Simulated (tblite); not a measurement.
Isomers of C6H8F3N. Computed with GFN2-xTB (tblite): harmonic, unscaled wavenumbers at the GFN2-xTB geometry, gas phase. The method is semi-empirical: single wavenumbers can be off by several per cent or more. One conformer each.

Electronic energies: GFN2-xTB at the same geometries; isomer energies are rough at this level and their order can be wrong.

| SMILES | electronic energy, lowest = 0 (kJ/mol) |
| --- | --- |
| C/N=C/[C@@H]1C[C@]1(F)C(F)F | 136.7 |
| N[C@]12C[C@](C(F)(F)F)(C1)C2 | 153.2 |
| CN1CCC(C(F)F)=C1F | 17.1 |
| FC(F)(F)C1=NCCCC1 | 0.0 |

Q: How do GFN2-xTB zero-point energies change the relative energies?

A: 
```csv
SMILES,ZPE (kJ/mol),of it from modes above 1550 cm⁻¹,electronic (kJ/mol),"with ZPE, lowest = 0 (kJ/mol)",lowest mode (cm⁻¹),rings
FC(F)(F)C1=NCCCC1,355.4,152.9,0.0,0.0,31,1
CN1CCC(C(F)F)=C1F,351.8,151.8,17.1,13.5,44,1
C/N=C/[C@@H]1C[C@]1(F)C(F)F,345.6,153.6,136.7,127.0,47,1
N[C@]12C[C@](C(F)(F)F)(C1)C2,354.6,149.3,153.2,152.4,34,3
```

The zero-point energies span 9.8 kJ/mol, from `C/N=C/[C@@H]1C[C@]1(F)C(F)F` to `FC(F)(F)C1=NCCCC1`. The order is unchanged.

Q: What do entropy and thermal enthalpy add at 298.15 K and 1 bar (rigid rotor, harmonic oscillator, one conformer each)?

A: 
```tsv
SMILES	point group	symmetry number	S (J/(mol K))	H − H(0) (kJ/mol)	ZPE + H − H(0) − TS (kJ/mol)
FC(F)(F)C1=NCCCC1	C1	1	400.7	26.68	262.6
CN1CCC(C(F)F)=C1F	C1	1	419.5	29.22	256.0
C/N=C/[C@@H]1C[C@]1(F)C(F)F	C1	1	423.9	29.83	249.1
N[C@]12C[C@](C(F)(F)F)(C1)C2	Cs	1	397.1	26.62	262.9
```
